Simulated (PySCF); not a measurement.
Species: C₆H₁₁O₂ (doublet state).
SMILES with atom numbers: `[CH3:1][CH:2]([CH3:3])[C@@H:4]1[O:5][CH2:6][C:7]1[OH:8]` (hydrogens: H9, H10, H11 on C1; H12 on C2; H13, H14, H15 on C3; H16 on C4; H17, H18 on C6; H19 on O8)

Cartesian coordinates in Å at the GFN2-xTB level; atoms count from 1:
```xyz
19
C6H11O2 angstrom
C     -1.6608   -0.8957   -1.1013
C     -0.9102   -0.2327    0.0484
C     -1.4923    1.1373    0.3856
C      0.5722   -0.0864   -0.3136
O      1.2645   -1.3414   -0.4199
C      2.2527   -0.9690    0.5448
C      1.5215    0.3154    0.7781
O      2.1230    1.5293    0.9669
H     -1.6642   -0.2494   -1.9771
H     -1.1750   -1.8320   -1.3625
H     -2.6899   -1.1006   -0.8164
H     -0.9692   -0.8768    0.9311
H     -1.3998    1.8114   -0.4645
H     -0.9787    1.5734    1.2399
H     -2.5464    1.0453    0.6337
H      0.6635    0.4974   -1.2463
H      3.2541   -0.8724    0.1042
H      2.2970   -1.6763    1.3794
H      1.5282    2.2325    0.6820
```

The hyperfine couplings belong to this conformer and change with its torsions.

Theory: UKS B3LYP, pcH-1 on C H O, non-relativistic, mean-field spin-orbit, GIAO (PySCF 2.14.0). One conformer (not necessarily the lowest) at the GFN2-xTB geometry, without solvent, vibrations or thermal averaging. The geometry wasn't refined by DFT: couplings that depend on bond lengths, twists or pyramidal angles can differ widely from those at the functional's own minimum. No stability test was run, so a lower SCF solution isn't excluded.

Task: Where do the isotropic ENDOR lines of H17, H18, H16, H19 and H12 fall at 3353.1 mT, to first order?

Result: ν± = |νn ± a/2|, one line for each electron-spin manifold; νn = |g_N| × 7.62259 MHz/T × B.

| nuclei | isotope | g_N | νn (MHz) | a_iso (MHz) | lower line (MHz) | upper line (MHz) |
| --- | --- | --- | --- | --- | --- | --- |
| H17 | 1H | 5.5857 | 142.77 | 63.19 | 111.17 | 174.36 |
| H18 | 1H | 5.5857 | 142.77 | 61.29 | 112.12 | 173.41 |
| H16 | 1H | 5.5857 | 142.77 | 55.20 | 115.17 | 170.37 |
| H19 | 1H | 5.5857 | 142.77 | -11.64 | 136.95 | 148.59 |
| H12 | 1H | 5.5857 | 142.77 | -1.78 | 141.88 | 143.66 |

Task: Which pairs are centred on the nuclear Larmor frequency, and which on half the coupling?

Result: Centred on νn, since |a| < 2νn: H17, H18, H16, H19 and H12. No pair has |a| > 2νn.

The Mulliken spin populations are largest on C7 (+0.83) and O8 (+0.12). C7 is the only atom above +0.15. The angles at C7 add up to 340.7°, so it is pyramidal.
